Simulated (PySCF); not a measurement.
# Electron correlation in Sc³⁺ (scandium, charge +3)

Starting occupation: [Ar]. Computed with PySCF 2.14 in an even-tempered Gaussian basis (21 s from 0.092 bohr⁻², ratio 2.4; 15 p from 0.12 bohr⁻², ratio 2.4; 5 d from 1.9 bohr⁻², ratio 2.6; 5 f from 2.9 bohr⁻², ratio 2.6), with X2C-1e with screened-nucleus spin-orbit coupling, Gaussian nucleus. Frozen: 1s2; 16 electrons correlated; the 52 highest virtual spinors left out.

MP2 pair energies summed by pair of shells (mhartree):

```csv
pair,energy,share (%)
2p1/2-2p3/2,-84.78,15.5
2p3/2-2p3/2,-82.33,15.0
3p3/2-3p3/2,-64.27,11.7
3p1/2-3p3/2,-62.74,11.5
2p3/2-2s1/2,-37.81,6.9
2p3/2-3p3/2,-29.20,5.3
3p3/2-3s1/2,-27.58,5.0
2p1/2-2p1/2,-20.04,3.7
2p1/2-2s1/2,-18.96,3.5
3p1/2-3p1/2,-16.71,3.1
2p3/2-3p1/2,-15.97,2.9
2p1/2-3p3/2,-15.58,2.8
3p1/2-3s1/2,-13.88,2.5
2p3/2-3s1/2,-10.85,2.0
2s1/2-2s1/2,-10.13,1.8
3s1/2-3s1/2,-9.05,1.7
2s1/2-3p3/2,-8.03,1.5
2p1/2-3p1/2,-6.73,1.2
2p1/2-3s1/2,-5.36,1.0
2s1/2-3p1/2,-4.09,0.7
2s1/2-3s1/2,-3.76,0.7
```

Total MP2 correlation energy: -547.87 mhartree.
